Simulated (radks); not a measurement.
These are the eigenvalues of the occupied orbitals of an atom or ion with whole-number occupations (hartree). Method: Dirac Kohn-Sham, exchange-only PBE, spin-unpolarised, spherical densities, finite nucleus; Fermi nuclear charge, rms radius of each element as measured or else 0.836 A^(1/3) + 0.57 fm; computed with a radial shooting solver on a logarithmic mesh with Libxc functionals.

orbital  eigenvalue
1s1/2     -344.8279

Which element is it, and in what charge state? The configuration may be excited. Open shells, if any, fill j = l - 1/2 first.

Answer. Z = 27, cobalt, charge +25: Co25+ in [He]. The 1s level, -344.83 hartree, gives Z - s = 26.3 by -(Z - s)^2/2, which with screening and relativity narrows Z to a few neighbours, and the depths must fix Z and the occupations together.
